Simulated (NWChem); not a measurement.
B2F3 cation

```xyz
5

F      0.0000     0.0000    -2.2953
B      0.0000     0.0000    -1.0747
B      0.0000     0.0000     0.6957
F      0.0000     1.1550     1.2529
F      0.0000    -1.1550     1.2529
```
Atoms are numbered in this order, from 1.

Computed with NWChem. Medium grid unless said otherwise, to which SCAN and Minnesota functionals are sensitive. Geometry: optimised at PBE0/def2-SVP. Total energies of different functionals are on different scales.

```json
[
 {"level": "B3LYP/def2-SVP", "energy (Ha)": "-348.7629", "highest occupied level (eV)": "-17.74", "orbital gap (eV)": "7.67"},
 {"level": "PBE/def2-SVP", "energy (Ha)": "-348.3995", "highest occupied level (eV)": "-16.17", "orbital gap (eV)": "5.37"},
 {"level": "PBE0/def2-SVP", "energy (Ha)": "-348.4021", "highest occupied level (eV)": "-18.07", "orbital gap (eV)": "8.22"},
 {"level": "MN15-L/def2-SVP", "energy (Ha)": "-348.4448", "highest occupied level (eV)": "-16.92", "orbital gap (eV)": "6.69"},
 {"level": "B97-2/def2-SVP", "energy (Ha)": "-348.6545", "highest occupied level (eV)": "-17.78", "orbital gap (eV)": "7.91"},
 {"level": "PW6B95/def2-SVP", "energy (Ha)": "-349.1423", "highest occupied level (eV)": "[?]", "orbital gap (eV)": "[?]"},
 {"level": "BP86/def2-SVP", "energy (Ha)": "-348.7428", "highest occupied level (eV)": "-16.28", "orbital gap (eV)": "5.45"}
]
```

Question: Fill in the missing entries.

Answer: 
- PW6B95/def2-SVP, highest occupied level (eV): -18.26
- PW6B95/def2-SVP, orbital gap (eV): 8.42
